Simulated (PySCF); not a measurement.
```json
{"wavenumber (cm⁻¹)": "0", "absorption (km/mol per cm⁻¹)": "0.006"}
{"wavenumber (cm⁻¹)": "19", "absorption (km/mol per cm⁻¹)": "0.007"}
{"wavenumber (cm⁻¹)": "38", "absorption (km/mol per cm⁻¹)": "0.008"}
{"wavenumber (cm⁻¹)": "57", "absorption (km/mol per cm⁻¹)": "0.010"}
{"wavenumber (cm⁻¹)": "76", "absorption (km/mol per cm⁻¹)": "0.013"}
{"wavenumber (cm⁻¹)": "94", "absorption (km/mol per cm⁻¹)": "0.019"}
{"wavenumber (cm⁻¹)": "113", "absorption (km/mol per cm⁻¹)": "0.029"}
{"wavenumber (cm⁻¹)": "132", "absorption (km/mol per cm⁻¹)": "0.052"}
{"wavenumber (cm⁻¹)": "151", "absorption (km/mol per cm⁻¹)": "0.128"}
{"wavenumber (cm⁻¹)": "170", "absorption (km/mol per cm⁻¹)": "0.437"}
{"wavenumber (cm⁻¹)": "189", "absorption (km/mol per cm⁻¹)": "0.297"}
{"wavenumber (cm⁻¹)": "208", "absorption (km/mol per cm⁻¹)": "0.095"}
{"wavenumber (cm⁻¹)": "227", "absorption (km/mol per cm⁻¹)": "0.048"}
{"wavenumber (cm⁻¹)": "246", "absorption (km/mol per cm⁻¹)": "0.034"}
{"wavenumber (cm⁻¹)": "264", "absorption (km/mol per cm⁻¹)": "0.032"}
{"wavenumber (cm⁻¹)": "283", "absorption (km/mol per cm⁻¹)": "0.038"}
{"wavenumber (cm⁻¹)": "302", "absorption (km/mol per cm⁻¹)": "0.060"}
{"wavenumber (cm⁻¹)": "321", "absorption (km/mol per cm⁻¹)": "0.144"}
{"wavenumber (cm⁻¹)": "340", "absorption (km/mol per cm⁻¹)": "0.134"}
{"wavenumber (cm⁻¹)": "359", "absorption (km/mol per cm⁻¹)": "0.184"}
{"wavenumber (cm⁻¹)": "378", "absorption (km/mol per cm⁻¹)": "0.557"}
{"wavenumber (cm⁻¹)": "397", "absorption (km/mol per cm⁻¹)": "0.761"}
{"wavenumber (cm⁻¹)": "415", "absorption (km/mol per cm⁻¹)": "0.220"}
{"wavenumber (cm⁻¹)": "434", "absorption (km/mol per cm⁻¹)": "0.091"}
{"wavenumber (cm⁻¹)": "453", "absorption (km/mol per cm⁻¹)": "0.050"}
{"wavenumber (cm⁻¹)": "472", "absorption (km/mol per cm⁻¹)": "0.033"}
{"wavenumber (cm⁻¹)": "491", "absorption (km/mol per cm⁻¹)": "0.024"}
{"wavenumber (cm⁻¹)": "510", "absorption (km/mol per cm⁻¹)": "0.019"}
{"wavenumber (cm⁻¹)": "529", "absorption (km/mol per cm⁻¹)": "0.016"}
{"wavenumber (cm⁻¹)": "548", "absorption (km/mol per cm⁻¹)": "0.015"}
{"wavenumber (cm⁻¹)": "567", "absorption (km/mol per cm⁻¹)": "0.014"}
{"wavenumber (cm⁻¹)": "585", "absorption (km/mol per cm⁻¹)": "0.013"}
{"wavenumber (cm⁻¹)": "604", "absorption (km/mol per cm⁻¹)": "0.013"}
{"wavenumber (cm⁻¹)": "623", "absorption (km/mol per cm⁻¹)": "0.014"}
{"wavenumber (cm⁻¹)": "642", "absorption (km/mol per cm⁻¹)": "0.015"}
{"wavenumber (cm⁻¹)": "661", "absorption (km/mol per cm⁻¹)": "0.016"}
{"wavenumber (cm⁻¹)": "680", "absorption (km/mol per cm⁻¹)": "0.018"}
{"wavenumber (cm⁻¹)": "699", "absorption (km/mol per cm⁻¹)": "0.020"}
{"wavenumber (cm⁻¹)": "718", "absorption (km/mol per cm⁻¹)": "0.023"}
{"wavenumber (cm⁻¹)": "737", "absorption (km/mol per cm⁻¹)": "0.027"}
{"wavenumber (cm⁻¹)": "755", "absorption (km/mol per cm⁻¹)": "0.033"}
{"wavenumber (cm⁻¹)": "774", "absorption (km/mol per cm⁻¹)": "0.042"}
{"wavenumber (cm⁻¹)": "793", "absorption (km/mol per cm⁻¹)": "0.055"}
{"wavenumber (cm⁻¹)": "812", "absorption (km/mol per cm⁻¹)": "0.075"}
{"wavenumber (cm⁻¹)": "831", "absorption (km/mol per cm⁻¹)": "0.111"}
{"wavenumber (cm⁻¹)": "850", "absorption (km/mol per cm⁻¹)": "0.180"}
{"wavenumber (cm⁻¹)": "869", "absorption (km/mol per cm⁻¹)": "0.345"}
{"wavenumber (cm⁻¹)": "888", "absorption (km/mol per cm⁻¹)": "0.887"}
{"wavenumber (cm⁻¹)": "907", "absorption (km/mol per cm⁻¹)": "2.967"}
{"wavenumber (cm⁻¹)": "925", "absorption (km/mol per cm⁻¹)": "1.737"}
{"wavenumber (cm⁻¹)": "944", "absorption (km/mol per cm⁻¹)": "1.077"}
{"wavenumber (cm⁻¹)": "963", "absorption (km/mol per cm⁻¹)": "1.390"}
{"wavenumber (cm⁻¹)": "982", "absorption (km/mol per cm⁻¹)": "0.466"}
{"wavenumber (cm⁻¹)": "1001", "absorption (km/mol per cm⁻¹)": "0.204"}
{"wavenumber (cm⁻¹)": "1020", "absorption (km/mol per cm⁻¹)": "0.117"}
{"wavenumber (cm⁻¹)": "1039", "absorption (km/mol per cm⁻¹)": "0.077"}
{"wavenumber (cm⁻¹)": "1058", "absorption (km/mol per cm⁻¹)": "0.055"}
{"wavenumber (cm⁻¹)": "1076", "absorption (km/mol per cm⁻¹)": "0.041"}
{"wavenumber (cm⁻¹)": "1095", "absorption (km/mol per cm⁻¹)": "0.032"}
{"wavenumber (cm⁻¹)": "1114", "absorption (km/mol per cm⁻¹)": "0.026"}
```

This is the computed harmonic infrared spectrum of singlet TaO2Cl, Lorentzian lines of 28 cm⁻¹ full width. These are results of PBE in PySCF with Ta def2-SVP with ECP60, O def2-SVP, Cl def2-SVP; scalar-relativistic core potentials, no spin–orbit coupling; density-fitted integrals, not measurements.

Question: Which bands make it up, and how are they assigned?

Answer: In Cs symmetry, counting bands above 1 % of the strongest: 176 cm⁻¹ (a', bend, 22 km/mol); 326 cm⁻¹ (a', bend, 5.0 km/mol); 390 cm⁻¹ (a', stretch, 41 km/mol); 911 cm⁻¹ (a'', stretch, 140 km/mol); 959 cm⁻¹ (a', stretch, 56 km/mol).

This need not be the most stable arrangement of these atoms. With an element this heavy the missing spin–orbit coupling can shift these numbers.
